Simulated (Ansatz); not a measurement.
The first iterations of a band of GaH₅O (7 atoms, charge 0, multiplicity 1).

The calculation used RKS BLYP-D4/def2-SVP in Ansatz 0.2.0.

| Property | Result |
| --- | --- |
| movable images | 4 |
| climbing image | no |
| spring | 5.0 eV/Å² |
| optimiser | quadratic models (default) |
| start path | through a guess of the saddle point |
| force threshold | 0.03 eV/Å |
| iteration limit | 60 |
| end points | relaxed |

First end point:

```xyz
7
Properties=species:S:1:pos:R:3
Ga 0.023 0.123 0.062
H -0.139 0.647 1.560
H 1.422 0.281 -0.662
H -1.299 -0.066 -0.805
O 0.139 -2.032 0.632
H -0.749 -2.416 0.480
H 0.274 -2.086 1.601
```

Last end point:

```xyz
7
Properties=species:S:1:pos:R:3
Ga -0.074 -0.220 -1.093
H 0.488 -1.368 3.532
H 1.206 0.684 -1.161
H -1.251 -0.406 -2.132
O -0.149 -1.187 0.446
H -0.940 -1.758 0.504
H 0.393 -1.292 2.772
```

| iteration | highest image above the first end (eV) | largest band force component (eV/Å) |
| --- | --- | --- |
| 1 | 1.834 | 7.278 |
| 2 | 1.466 | 2.274 |
| 3 | 1.218 | 1.437 |
| 4 | 1.249 | 1.577 |
| 5 | 0.997 | 1.882 |
| 6 | 0.725 | 1.284 |

Problem. Does the band converge within its limit, and where does its top end?

Solution. It converged. It ended after 19 iterations with the highest image 0.506 eV above the first end. No image climbed, so the highest image needn't sit at the top of the path. A band with more images between the same ends climbed to 0.88 eV, so this one has probably stepped over the top. The orbitals stay closed-shell, which can raise the energy where a bond breaks towards radicals; this wasn't checked here.

The run took 100 s on 1 thread of Arm Neoverse V2, on a shared host, peak memory 0.12 GiB.
